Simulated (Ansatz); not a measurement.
A nudged elastic band was laid between two geometries of H$_{5}$NOSiTe (9 atoms, charge 0, multiplicity 1).

All numbers below come from Ansatz 0.2.0, RHF/def2-SVP.

| Property | Result |
| --- | --- |
| movable images | 5 |
| climbing image | yes |
| spring | 5.0 eV/Å² |
| optimiser | quadratic models (default) |
| start path | through a guess of the saddle point |
| force threshold | 0.05 eV/Å |
| iteration limit | 60 |
| end points | relaxed |

First end point:

```xyz
9
Properties=species:S:1:pos:R:3
N -0.575 1.344 -0.015
Si 0.172 -0.144 0.333
O -0.764 -1.118 1.281
Te 0.515 -1.445 -1.804
H -1.330 1.415 -0.668
H -0.584 2.089 0.655
H 1.461 0.121 0.998
H -0.420 -1.933 1.614
H 1.613 -0.376 -2.411
```

Last end point:

```xyz
9
Properties=species:S:1:pos:R:3
N -0.575 1.345 -0.015
Si 0.171 -0.143 0.330
O -0.764 -1.118 1.280
Te 0.512 -1.446 -1.805
H -0.577 2.090 0.655
H -1.339 1.415 -0.659
H 1.461 0.122 0.994
H -0.417 -1.931 1.614
H 1.617 -0.383 -2.410
```

What changes between the two ends?

No bond is made or broken. The dihedral H5–N1–Si2–Te4 goes from 42 to -164°. The two ends are copies of one structure, up to a mirror image or an exchange of like atoms.

What energy profile does the band end with?

The run converged. The highest image is number 2 of 0 to 6, 3.0 kJ/mol above the ends, which have the same energy within 2 meV. Beside the main top the profile has a ripple of under 15 meV (maxima at images 2, 5), which may be a very shallow well or noise. A vibrational analysis at the climbing image gives one clearly imaginary mode, 62i cm⁻¹: a first-order saddle point.

```json
{"image": "0", "path coordinate (Å)": "0.00", "energy (kJ/mol)": "0.0", "dihedral H5–N1–Si2–Te4 (°)": "42"}
{"image": "1", "path coordinate (Å)": "0.70", "energy (kJ/mol)": "2.1", "dihedral H5–N1–Si2–Te4 (°)": "57"}
{"image": "2", "path coordinate (Å)": "1.39", "energy (kJ/mol)": "3.0", "dihedral H5–N1–Si2–Te4 (°)": "69"}
{"image": "3", "path coordinate (Å)": "2.32", "energy (kJ/mol)": "1.7", "dihedral H5–N1–Si2–Te4 (°)": "93"}
{"image": "4", "path coordinate (Å)": "3.24", "energy (kJ/mol)": "1.5", "dihedral H5–N1–Si2–Te4 (°)": "151"}
{"image": "5", "path coordinate (Å)": "4.16", "energy (kJ/mol)": "2.8", "dihedral H5–N1–Si2–Te4 (°)": "164"}
{"image": "6", "path coordinate (Å)": "5.08", "energy (kJ/mol)": "0.0", "dihedral H5–N1–Si2–Te4 (°)": "-164"}
```

What is the geometry of the highest image?


```xyz
9
Properties=species:S:1:pos:R:3:forces:R:3
N -0.757 1.361 0.234 -0.01 0.00 0.00
Si 0.163 -0.065 0.317 -0.01 0.00 0.01
O -0.625 -1.070 1.352 0.02 0.00 -0.02
Te 0.416 -1.428 -1.830 0.00 0.00 0.00
H -1.748 1.342 0.093 0.00 0.01 0.00
H -0.353 2.232 -0.047 0.01 -0.01 0.00
H 1.536 0.296 0.708 0.00 0.00 0.00
H -0.404 -1.988 1.366 -0.01 0.00 0.01
H 1.859 -0.726 -2.210 0.00 0.00 0.00
```

Time of the run: 4.8 min on 1 thread of Intel(R) Xeon(R) Platinum 8488C (Sapphire Rapids), on a shared host, peak memory 0.22 GiB.
